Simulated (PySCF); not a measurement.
C2H7BO3, SMILES OCB(O)CO.

Geometry: PBE-D3(BJ)/def2-SVP. The structure was generated by enumeration, and PubChem lists no compound with its InChIKey, so it may never have been made. One conformer was computed; it need not be the lowest.

The numbers are results of PySCF with PBE-D3(BJ)/def2-SVP, not measurements.

No scaling factor is applied to the harmonic values.

| mode | ν (cm⁻¹) | IR (km/mol) | moving atoms (share of kinetic energy) |
|---|---|---|---|
| 1 | 71 | 4.2 | H 42 %, O 30 %, C 28 % |
| 2 | 76 | 11.2 | H 39 %, O 37 %, C 23 % |
| 3 | 141 | 4.4 | O 69 %, H 13 %, C 10 % |
| 4 | 181 | 49.6 | H 85 %, B 10 % |
| 5 | 235 | 5.2 | O 76 %, H 16 % |
| 6 | 290 | 126.1 | H 80 %, O 11 % |
| 7 | 341 | 35.7 | H 66 %, B 25 % |
| 8 | 415 | 9.3 | O 57 %, C 20 %, H 17 % |
| 9 | 509 | 20.0 | C 37 %, H 33 %, O 23 % |
| 10 | 532 | 41.4 | H 64 %, C 17 %, O 15 % |
| 11 | 686 | 42.4 | H 73 %, C 22 % |
| 12 | 715 | 6.8 | C 48 %, O 28 %, H 22 % |
| 13 | 884 | 12.2 | B 37 %, H 34 %, C 26 % |
| 14 | 926 | 52.5 | H 63 %, B 16 %, C 11 %, O 10 % |
| 15 | 1053 | 183.1 | O 40 %, C 34 %, H 24 % |
| 16 | 1076 | 125.9 | O 42 %, C 36 %, H 21 % |
| 17 | 1131 | 9.7 | H 73 %, B 15 %, C 8 % |
| 18 | 1144 | 11.1 | H 79 %, C 12 % |
| 19 | 1195 | 4.4 | H 90 % |
| 20 | 1232 | 68.9 | H 63 %, C 15 %, B 13 %, O 10 % |
| 21 | 1287 | 106.6 | H 50 %, C 24 %, B 22 % |
| 22 | 1330 | 32.3 | H 77 %, C 10 %, O 8 % |
| 23 | 1352 | 52.8 | H 65 %, C 21 %, B 11 % |
| 24 | 1371 | 47.4 | H 46 %, B 34 %, O 10 %, C 9 % |
| 25 | 1391 | 5.2 | H 78 %, B 9 %, C 9 % |
| 26 | 1411 | 41.4 | H 74 %, B 13 %, C 8 % |
| 27 | 2833 | 69.3 | H 93 % |
| 28 | 2837 | 69.3 | H 93 % |
| 29 | 2907 | 25.2 | H 93 % |
| 30 | 2957 | 16.0 | H 92 % |
| 31 | 3680 | 38.4 | H 94 % |
| 32 | 3708 | 19.8 | H 94 % |
| 33 | 3718 | 45.9 | H 94 % |
